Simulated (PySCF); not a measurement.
Compound: C6H10N2Si.
Z-matrix (Å and degrees, PBE0-D3(BJ)/def2-SVP geometry), rows numbered from 1:
```
Si
N   1  1.7389
N   2  1.3722  1  119.70
C   3  1.3885  2  120.86  1  -110.59
C   4  1.4021  3  121.71  2    13.69
C   5  1.3928  4  120.09  3   178.27
C   6  1.3934  5  121.01  4     0.27
C   7  1.3959  6  118.87  5    -0.02
C   8  1.3894  7  120.77  6    -0.07
H   1  1.4941  2  111.49  3    55.51
H   1  1.4966  2  112.41  3   -65.58
H   1  1.4943  2  105.49  3   175.50
H   2  1.0185  1  123.89  3  -178.81
H   3  1.0153  2  115.74  1   101.94
H   5  1.0904  4  119.11  3    -1.45
H   6  1.0931  5  119.04  4  -179.85
H   7  1.0918  6  120.61  5   179.85
H   8  1.0930  7  120.03  6   179.82
H   9  1.0940  4  119.47  3     1.33
```

Level: PBE0/pcSseg-1 and CAM-B3LYP/def2-SVPD in PySCF, non-relativistic, on one gas-phase PBE0-D3(BJ)/def2-SVP geometry that isn't relaxed in the solvent. The solvent is an IEF-PCM continuum (cavity from Bondi-type radii × 1.2). The model holds no explicit solvent molecules, cavitation or dispersion.

Gas phase at PBE0/pcSseg-1: HOMO -5.92 eV, LUMO -0.11 eV, dipole 1.54 D.

Question: What does the continuum do to the energy, the frontier levels and the dipole at PBE0/pcSseg-1 in tetrahydrofuran and dichloromethane?

Answer: 
```
        solvent      ε  E(solvent) − E(gas) (kcal/mol)  polarisation term (kcal/mol)  distortion of the solute (kcal/mol)  HOMO (eV)  LUMO (eV)  dipole (D)
tetrahydrofuran  7.426                           -4.56                         -5.10                                 0.54      -5.92      -0.18        2.05
dichloromethane   8.93                           -4.76                         -5.36                                 0.60      -5.92      -0.19        2.07
```

The first energy column is the sum of the next two and covers electrostatics alone. From tetrahydrofuran to dichloromethane the lowering changes by a factor 1.05, Onsager's factor (ε − 1)/(2ε + 1) by 1.04 and ε itself by 1.2.

Question: Which radius a makes the point-dipole formula ΔE = −[(ε − 1)/(2ε + 1)]·μ²/a³ give the value in dichloromethane, with the gas-phase dipole?

Answer: μ = 0.604 au and |ΔE| = 0.00759 Eh give a = 1.44 Å; the farthest nucleus lies 4.34 Å from the centroid of the nuclei, so such a sphere wouldn't even hold the nuclei. The formula assumes a rigid point dipole at the centre of a sphere.

Question: Which IAO charges (PBE0/pcSseg-1) respond most in dichloromethane (means over atoms taken as equivalent)?

Answer: 
```tsv
atoms	environment	gas (e)	solvent (e)	change
H14	N–H hydrogen	+0.261	+0.278	+0.017
C7	aromatic CH carbon	-0.185	-0.200	-0.015
H13	N–H hydrogen	+0.250	+0.264	+0.014
C6/C8	aromatic CH carbon	-0.138	-0.149	-0.011
H15/H19	aromatic hydrogen	+0.145	+0.155	+0.010
C5/C9	aromatic CH carbon	-0.203	-0.213	-0.010
H16/H18	aromatic hydrogen	+0.150	+0.157	+0.007
H17	aromatic hydrogen	+0.147	+0.153	+0.006
N3	hydrazine nitrogen	-0.249	-0.253	-0.004
C4	aromatic carbon bearing nitrogen	+0.107	+0.104	-0.003
H10/H11/H12	Si–H hydrogen	-0.134	-0.137	-0.003
N2	hydrazine nitrogen	-0.579	-0.581	-0.002
```

Question: Which Mayer bond orders change most in dichloromethane?

Answer: 
```json
{"bond": "N3–C4", "length (Å)": "1.389", "gas": "1.015", "solvent": "1.041", "change": "+0.026"}
{"bond": "Si1–N2", "length (Å)": "1.739", "gas": "0.927", "solvent": "0.938", "change": "+0.011"}
{"bond": "C4–C5", "length (Å)": "1.402", "gas": "1.365", "solvent": "1.355", "change": "-0.010"}
{"bond": "C7–C8", "length (Å)": "1.396", "gas": "1.412", "solvent": "1.404", "change": "-0.008"}
{"bond": "N3–H14", "length (Å)": "1.015", "gas": "0.928", "solvent": "0.920", "change": "-0.008"}
{"bond": "N2–N3", "length (Å)": "1.372", "gas": "0.995", "solvent": "0.988", "change": "-0.007"}
{"bond": "Si1–H10", "length (Å)": "1.494", "gas": "0.927", "solvent": "0.922", "change": "-0.005"}
{"bond": "N2–H13", "length (Å)": "1.018", "gas": "0.920", "solvent": "0.915", "change": "-0.005"}
```

Question: How do the nuclear quadrupole coupling constants eQVzz/h respond in dichloromethane?

Answer: 
| nucleus | Q (barn) | gas (MHz) | solvent (MHz) | η gas | η solvent |
| --- | --- | --- | --- | --- | --- |
| 14N at N2 | 0.02044 | -6.66 | -6.58 | 0.59 | 0.61 |
| 14N at N3 | 0.02044 | -6.82 | -6.63 | 0.39 | 0.41 |

Gas phase at CAM-B3LYP/def2-SVPD: HOMO -7.13 eV, LUMO 0.88 eV, dipole 1.44 D.

Question: What does the continuum do to the energy, the frontier levels and the dipole at CAM-B3LYP/def2-SVPD in dichloromethane?

Answer: 
| solvent | ε | E(solvent) − E(gas) (kcal/mol) | polarisation term (kcal/mol) | distortion of the solute (kcal/mol) | HOMO (eV) | LUMO (eV) | dipole (D) |
| --- | --- | --- | --- | --- | --- | --- | --- |
| dichloromethane | 8.93 | -4.25 | -4.87 | 0.62 | -7.09 | 0.85 | 2.01 |

Question: How does the static polarisability (CAM-B3LYP/def2-SVPD, frozen core, with the continuum's full static response) change?

Answer: 
```
         medium  isotropic (au)  principal values (au)  ⟨r²⟩ of the electrons (bohr²)
            gas           114.9     78.3, 113.9, 152.5                         1825.7
dichloromethane           152.1    104.2, 157.3, 194.7                         1825.2
```

The isotropic value in dichloromethane is 1.32 times the gas-phase one; no cavity-field correction is applied. ⟨r²⟩ is taken about the centre of nuclear charge.

Hardware: Arm Neoverse V1, one thread, on a shared host. Cost: 42 s wall, 1.2 GiB resident at most. This is the whole shielding run at PBE0/pcSseg-1 in dichloromethane, SCF included.
